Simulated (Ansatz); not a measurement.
Complex (SMILES): Cl (HCl) with Cl (HCl), atoms 1 to 2 the first; geometry from B3LYP-D3(BJ)/def2-TZVP, monomers rigid:
```xyz
4

Cl     0.8867    -0.0511     0.1397
H     -0.2309     0.0366     0.7652
Cl    -0.6491    -3.0596    -1.4835
H      0.0587    -2.0731    -1.0529
```

Basis-set convergence of the counterpoise-corrected interaction energy at wB97M-V with Ansatz (a first-principles code). Cartesian d functions, on some or all atoms, in 6-31G*, 6-31+G*, 6-311G**, 6-311+G**; all else is spherical. The program fits the integrals of some runs and decomposes those of others, by size. The functional holds VV10 correlation; no added dispersion term, no relativity. Functions are those of the species that has most. Reference: the value in aug-cc-pV(5+d)Z, -1.87 kcal/mol. Deviations are taken from unrounded values.

```
basis            functions  counterpoise-corrected interaction energy (kcal/mol)
---------------  ---------  ----------------------------------------------------
6-31G*                  42                                                 -1.99
6-31+G*                 50                                                 -1.84
def2-SVP                46                                                 -2.34
def2-SVPD               70                                                 -1.99
pcseg-1                 46                                                 -1.88
aug-pcseg-1             72                                                 -2.00
cc-pV(D+d)Z             56                                                 -2.07
aug-cc-pV(D+d)Z         82                                                 -1.92
6-311G**                66                                                 -1.64
6-311+G**               74                                                 -1.76
def2-TZVP               86                                                 -1.89
def2-TZVPD             110                                                 -1.84
pcseg-2                 96                                                 -1.78
aug-pcseg-2            146                                                 -1.86
cc-pV(T+d)Z            106                                                 -1.87
aug-cc-pV(T+d)Z        156                                                 -1.86
def2-TZVPP             112                                                 -1.87
def2-TZVPPD            136                                                 -1.85
cc-pV(Q+d)Z            188                                                 -1.86
aug-cc-pV(Q+d)Z        270                                                 -1.86
pcseg-3                194                                                 -1.85
aug-pcseg-3            276                                                 -1.86
def2-QZVPP             200                                                 -1.86
def2-QZVPPD            224                                                 -1.86
cc-pV(5+d)Z            310                                                 -1.87
aug-cc-pV(5+d)Z        432                                                 -1.87
```

What the diffuse functions change, pair by pair:
- 6-31G* to 6-31+G*: 8 more functions, deviation -0.12 to 0.02 kcal/mol
- def2-SVP to def2-SVPD: 24 more functions, deviation -0.47 to -0.12 kcal/mol
- pcseg-1 to aug-pcseg-1: 26 more functions, deviation -0.01 to -0.14 kcal/mol
- cc-pV(D+d)Z to aug-cc-pV(D+d)Z: 26 more functions, deviation -0.20 to -0.06 kcal/mol
- 6-311G** to 6-311+G**: 8 more functions, deviation 0.22 to 0.11 kcal/mol
- def2-TZVP to def2-TZVPD: 24 more functions, deviation -0.03 to 0.02 kcal/mol
- pcseg-2 to aug-pcseg-2: 50 more functions, deviation 0.09 to 0.00 kcal/mol
- cc-pV(T+d)Z to aug-cc-pV(T+d)Z: 50 more functions, deviation 0.00 to 0.00 kcal/mol
- def2-TZVPP to def2-TZVPPD: 24 more functions, deviation -0.01 to 0.02 kcal/mol
- cc-pV(Q+d)Z to aug-cc-pV(Q+d)Z: 82 more functions, deviation 0.00 to 0.00 kcal/mol
- pcseg-3 to aug-pcseg-3: 82 more functions, deviation 0.01 to 0.00 kcal/mol
- def2-QZVPP to def2-QZVPPD: 24 more functions, deviation 0.01 to 0.01 kcal/mol
- cc-pV(5+d)Z to aug-cc-pV(5+d)Z: 122 more functions, deviation 0.00 to 0.00 kcal/mol

Leaving out the reference's own pair, they bring the value nearer the reference by more than 0.01 kcal/mol in 6 of 12 pairs.
